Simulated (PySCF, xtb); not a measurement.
CF2, SMILES F[C]F (connectivity only; charge and spin as stated), charge +1, multiplicity 2.

Harmonic wavenumbers (cm⁻¹) from xtb with GFN2-xTB at its own minimum, in rising order: 526, 1353, 1710.

Q: What does PBE0-D3(BJ)/def2-TZVP in PySCF give at its own minimum? (The exact figures need the calculation; the answer reports its results.)

A: 651, 1395, 1726. Paired by order, the mean absolute difference is 61 cm⁻¹ and the zero-point energies are 5.1 and 5.4 kcal/mol.
